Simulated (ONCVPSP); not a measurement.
Zn (Z = 30): one change to an ONCV potential, before and after

zinc, optimised norm-conserving Vanderbilt (ONCV), made with ONCVPSP 4.0.1 (LDA (Perdew-Zunger), scalar-relativistic). Core [Ne], reference 3s2 3p6 3d10 4s1.5 (charge +0.5). Waves: 3s+4s: rc 1.20 bohr, ncon 3, nbas 6, qcut 9.1 1/bohr, 2 projectors; 3p: rc 0.95 bohr, ncon 4, nbas 7, qcut 12.7 1/bohr, 1 projector; 3d: rc 1.15 bohr, ncon 4, nbas 8, qcut 13 1/bohr, 2 projectors, debl 3.6 Ha. Local part: polynomial inside 0.90 bohr (lpopt 5, dvloc0 0 Ha). Core correction: Teter function, fcfact 4.25, rcfact 1.6.

All-electron outer shells of the reference configuration (LDA (Perdew-Zunger), scalar-relativistic, ld1.x):

```csv
shell,level (eV),outermost node (bohr),outermost maximum (bohr)
2p,-1008.06,–,0.15
3s,-133.29,0.28,0.59
3p,-87.93,0.25,0.59
3d,-15.06,–,0.56
4s,-10.14,0.85,2.04
```

Change: d: rc 1.56.

Cutoffs: the cutoffs (Ha) at which the residual kinetic energy of the hardest occupied pseudo-wave falls to 1 and 0.1 mHa per electron; they do not see the model core or the augmentation charge, which bear on the density cutoff. Errors are all-electron minus pseudo energies relative to the spin-unpolarised reference configuration.

Question: Predict the effect on cutoff, ghosts and configuration errors.

Answer: The potential gets softer (72 Ha and 79 Ha → 55 Ha and 62 Ha); of the 4 tests that both files solve, the error grows in 2 and shrinks in 0 by more than 15 % and 0.3 meV (median size 0.7 → 2.7 meV); neither file shows a bound ghost. A larger radius leaves more room for a smooth pseudo-wave, so fewer plane waves are needed.

| quantity | base | changed |
| --- | --- | --- |
| cutoff, loose | 72 Ha | 55 Ha |
| cutoff, tight | 79 Ha | 62 Ha |
| loose cutoff by channel | s 18 Ha, p 51 Ha, d 72 Ha | s 18 Ha, p 51 Ha, d 55 Ha |
| bound ghosts | none | none |
| GHOST(+) flags under 300 eV | none | none |
| error for 3s2 3p6 3d10 4s2, meV [ΔE -4.08 eV] | +0.4 | +0.7 |
| error for 3s2 3p6 3d10 4s1, meV [ΔE 6.11 eV] | -0.2 | +0.1 |
| error for 3s2 3p6 3d10 4s0, meV [ΔE 24.88 eV] | +0.9 | +4.7 |
| error for 3s1 3p6 3d10 4s2, meV [ΔE 133.39 eV] | -376 | -620 |
| s: phases at 1.22 bohr within 0.05 rad from the reference energy up to (Ha; the scan ends near 5) | to the end of the scan | to the end of the scan |
| p: phases at 0.96 bohr within 0.05 rad from the reference energy up to (Ha; the scan ends near 5) | 4.3 | 4.3 |
| rms error of d²Exc/dni dnj with the model core, mHa | 1.74 | 1.68 |
